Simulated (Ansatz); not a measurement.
Reaction (cleavage of the B–B bond): `BB1BO1` + `[NH2][AlH2]` → `B[NH][AlH2]` + `B1BO1`

Calculated with Ansatz (gas phase, PBE0-D4/def2-TZVP geometries, no zero-point term in ΔE). CCSD(T)/CBS is the MP2 limit (def2-TZVPP, def2-QZVPP) plus CCSD(T) − MP2 in def2-TZVPP, frozen cores. This one scheme is used for every species. DFT in def2-TZVPP.

CCSD(T)/CBS gives -30.1 kcal/mol.

Question: Another level gave -29.6 kcal/mol. Which?
A. SCS-MP2/def2-TZVPP
B. PBE0-D4/def2-TZVPP
C. PBE/def2-TZVPP
D. ωB97X-V/def2-TZVPP

Answer: D. ωB97X-V -29.6, PBE0-D4 -27.9, PBE -25.7, SCS-MP2/def2-TZVPP -32.2 kcal/mol.

Largest T1 diagnostic among the species: 0.017.

From PBE to PBE0 (25 % exact exchange), in def2-TZVPP and without D4, ΔE moves by −2.0 kcal/mol. Leaving LDA and LC-ωPBE aside and taking each functional with its dispersion term where it has one, the values, not all of them listed here, spread over 4.9 kcal/mol, from BHLYP-D4 to B97M-V. LDA lies −1.2 kcal/mol from PBE without D4.
